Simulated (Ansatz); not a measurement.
Saddle point of GeSi2H9O, doublet (Si₂H₆O ([SiH3][O][SiH3]) + GeH₃ → Si₂H₅O ([SiH2][O][SiH3]) + GeH₄; bonds formed: H1–Ge5; bonds broken: H1–Si2), PBE0-D4/def2-TZVP structure:

H1  (-0.156, -0.079, -1.373)
Si2  (0.764, -1.580, -0.720)
O3  (0.966, -1.046, 0.814)
Si4  (0.449, -0.087, 2.032)
Ge5  (-1.033, 1.396, -1.470)
H6  (-0.117, -2.783, -0.714)
H7  (2.107, -1.921, -1.270)
H8  (1.269, -0.380, 3.232)
H9  (-0.983, -0.350, 2.327)
H10  (0.610, 1.343, 1.655)
H11  (-1.860, 1.387, -2.769)
H12  (-0.043, 2.574, -1.486)
H13  (-1.974, 1.525, -0.258)
(Å)

Energies are electronic, without zero-point energy. Barriers and step energies count from the start structure reached by relaxing down the imaginary mode; all methods use the PBE0-D4 structures, on which another method's saddle can fall below an end. Computed with Ansatz 0.2.0 (basis: def2-TZVPP, with def2-QZVPP for the basis limit); correlated methods freeze the cores; orbitals are unrestricted. Filled d shells of the heavier atoms are correlated. The def2 sets are not built for correlating such inner shells, so the correlated values are less sure here. B3LYP uses VWN-RPA correlation. Extrapolation: Hartree–Fock as exp(−7.88 √X), correlation as X^−2.97.

```csv
method,barrier (kcal/mol),step energy (kcal/mol)
SPW92,3.83,5.54
PBE-D4,7.23,5.96
BLYP-D4,8.66,6.65
r2SCAN-D4,10.03,6.65
B97M-V,8.84,5.88
PBE0-D4,10.40,6.85
B3LYP-D4,11.12,7.40
r2SCAN0-D4,12.25,7.34
BHLYP-D4,?,8.44
CAM-B3LYP-D4,12.94,7.18
wB97X-V,13.65,7.43
wB97M-V,?,9.57
B2PLYP,13.33,7.12
PBE-QIDH,14.03,7.35
RPA on PBE,?,6.57
HF,23.50,7.59
MP2,16.49,7.45
CCSD,16.49,7.59
CCSD(T),15.30,7.37
```

Problem. Fill in the withheld barriers. (An estimate is asked for; the value comes from the calculation.)

Solution. By the calculation: RPA on PBE 14.93; wB97M-V 15.54; BHLYP-D4 14.88 kcal/mol. Each is the energy of the saddle less that of the start structure, by the same method.

For comparison, the barrier by CCSD(T) at an estimated basis limit (MP2 extrapolated from triple and quadruple zeta, plus CCSD(T) − MP2 in triple zeta) is 14.88 kcal/mol.

The T1 diagnostic stays at or below 0.014. ⟨S²⟩ of the unrestricted Hartree–Fock references: 0.75 to 0.78 (a pure state has 0.75).

Radical steps of this kind take place in plasma deposition and etching.

Labels in which every atom is bracketed show which atoms are joined, not bond orders.

For scale, one of the runs: CCSD(T)/def2-TZVPP, 289 basis functions, launched by `ansatz run in.yaml --threads 4 --pin off --events-out ev --progress --plain --max-ram 66560MiB --backend cuda --devices 0, --max-vram 37GiB`. Time: 21 s of wall clock on 4 CPU threads of an AMD EPYC 7R13 and a share of one NVIDIA H100; the host was shared. Peak host memory: 0.88 GiB.
